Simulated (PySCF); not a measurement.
Below is a simulated gas-phase C 1s photoelectron spectrum of `CO/C=N\[SiH3]`.

Every computed line was given a Gaussian of 1.0 eV full width at half maximum and an area set by the number of equivalent atoms; the highest printed point is 100. Level of theory: PySCF 2.14.0, delta-SCF UKS SCAN, pcX-2 on the ionised atom, pcseg-1 elsewhere, spin-free X2C.

binding energy (eV), intensity and a bar:
```
    291.3          0 
    291.4          1 
    291.5          1 
    291.6          3 #
    291.7          5 #
    291.8          8 ##
    291.9         13 ####
    292.0         20 ######
    292.1         29 #########
    292.2         40 ############
    292.3         52 ################
    292.4         64 ###################
    292.5         76 #######################
    292.6         86 ##########################
    292.7         93 ############################
    292.8         97 #############################
    292.9         99 ##############################
    293.0        100 ##############################
    293.1        100 ##############################
    293.2        100 ##############################
    293.3        100 ##############################
    293.4         99 ##############################
    293.5         96 #############################
    293.6         91 ###########################
    293.7         83 #########################
    293.8         73 ######################
    293.9         61 ##################
    294.0         49 ###############
    294.1         37 ###########
    294.2         27 ########
    294.3         18 #####
    294.4         12 ###
    294.5          7 ##
    294.6          4 #
    294.7          2 #
    294.8          1 
    294.9          1 
    295.0          0
```

Problem. Count the maxima, the lines and the sites behind this envelope.

Solution. The curve has 1 maximum (at 293.1 eV). Under it lie 2 lines from 2 inequivalent carbon sites. At this width some lines have no maximum of their own.

Problem. Decompose the envelope and assign each component. Numbering: `[CH3:1][O:2]/[CH:3]=[N:4]\[SiH3:5]`.

Solution. 
| position (eV) | relative area | line | atoms | environment |
| --- | --- | --- | --- | --- |
| 292.71 | 1 | C 1s | C1 | methoxy carbon |
| 293.56 | 1 | C 1s | C3 | C=N carbon |

Problem. Above which line width would these two lines show one maximum?

Solution. Two equal Gaussians merge once their distance is under 2σ = FWHM/1.177. With 0.85 eV between them that is a full width over 1.00 eV.

Lowest listed C 1s: C1, bonded to O and 3 H. Highest, 0.85 eV above it: C3, bonded to O, N (double bond) and H.

No satellites, vibrations or lifetime broadening are included. Geometry: PBE0-D3(BJ)/def2-SVP, one conformer, isolated molecule.

Shape of the structure used: `[CH3:1][O:2]/[CH:3]=[N:4]\[SiH3:5]`: C1–O2–C3–N4 0°.
